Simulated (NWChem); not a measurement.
System meant: Si₂H₄SF₂; SMILES S([SiH2]F)[SiH2]F

The following NWChem deck was run.

```
start job
memory heap 200 mb stack 900 mb global 1100 mb
geometry units angstroms noautosym nocenter noautoz
  Si    -0.294840    -1.751461    -0.291444
  F      1.134526    -2.518269    -0.272974
  S     -0.328578    -0.196851     1.174582
  Si     0.678418     1.324122     0.061143
  F     -0.357112     2.079479    -0.933113
  H     -0.471731    -1.188866    -1.655015
  H     -1.350232    -2.721326     0.088783
  H      1.745605     0.732394    -0.786254
  H      1.184890     2.310944     1.045372
end
basis spherical
  * library 6-31g*
end
dft
  xc m06-2x
  iterations 150
end
property
  shielding 5 1 2 3 6 7
end
task dft property
```

End of the output:

```
 Vector   36  Occ=0.000000D+00  E= 5.169723D-02
              MO Center=  2.4D-01, -2.1D-01, -2.4D-01, r^2= 7.4D+00
   Bfn.  Coefficient  Atom+Function         Bfn.  Coefficient  Atom+Function
  ----- ------------  ---------------      ----- ------------  ---------------
    12      0.651399  1 Si py                62      0.643342  4 Si py
    11     -0.571859  1 Si px                63     -0.547132  4 Si pz
    43      0.441970  3 S  px                10      0.377775  1 Si s
    60     -0.378641  4 Si s                 24      0.332203  2 F  s
    74     -0.332083  5 F  s                 61     -0.274102  4 Si px

 center of mass
 --------------
 x =   0.23430486 y =  -0.39929948 z =   0.10004022

 moments of inertia (a.u.)
 ------------------
        1487.114301716974          53.634590148598          30.888499576310
          53.634590148598         424.470510469221          34.294475468720
          30.888499576310          34.294475468720        1421.083540500155

     Multipole analysis of the density
     ---------------------------------

     L   x y z        total         alpha         beta         nuclear
     -   - - -        -----         -----         ----         -------
     0   0 0 0     -0.000000    -33.000000    -33.000000     66.000000

     1   1 0 0      0.085648     -7.722157     -7.722157     15.529961
     1   0 1 0     -0.003166     13.177674     13.177674    -26.358514
     1   0 0 1     -0.212234     -3.325455     -3.325455      6.438676

     2   2 0 0    -38.031457    -70.111981    -70.111981    102.192506
     2   1 1 0      4.481590      8.140346      8.140346    -11.799102
     2   1 0 1      0.391456      6.717486      6.717486    -13.043516
     2   0 2 0    -38.578685   -338.545879   -338.545879    638.513072
     2   0 1 1      1.895760      6.537421      6.537421    -11.179082
     2   0 0 2    -39.178586    -84.369589    -84.369589    129.560592

          -----------------------------------------
          Chemical Shielding Tensors (GIAO, in ppm)
          -----------------------------------------

 ------------------------------------------------------------------------
  xm06: d2 not coded                    0
 ------------------------------------------------------------------------
 ------------------------------------------------------------------------
  current input line :
    24: task dft property
 ------------------------------------------------------------------------
 ------------------------------------------------------------------------
 This error has not yet been assigned to a category
 ------------------------------------------------------------------------
 For more information see the NWChem manual at https://nwchemgit.github.io

0: xm06: d2 not coded:Received an Error in Communication
```

**Question.** What is wrong, and how is it mended?

**Answer.** The run crashed. Cause: this functional's second derivatives, which shieldings need, aren't coded here; the fix takes a hybrid GGA instead. This input runs:
```
start job
memory heap 200 mb stack 900 mb global 1100 mb
geometry units angstroms noautosym nocenter noautoz
  Si    -0.294840    -1.751461    -0.291444
  F      1.134526    -2.518269    -0.272974
  S     -0.328578    -0.196851     1.174582
  Si     0.678418     1.324122     0.061143
  F     -0.357112     2.079479    -0.933113
  H     -0.471731    -1.188866    -1.655015
  H     -1.350232    -2.721326     0.088783
  H      1.745605     0.732394    -0.786254
  H      1.184890     2.310944     1.045372
end
basis spherical
  Si library 6-31g*
  F library 6-31g*
  S library 6-31g*
  H library 6-31g*
end
dft
  xc pbe0
  iterations 150
end
property
  shielding 5 1 2 3 6 7
end
task dft property
```
It converges to -1178.79363 Ha (PBE0/6-31G* (spherical d), GIAO).
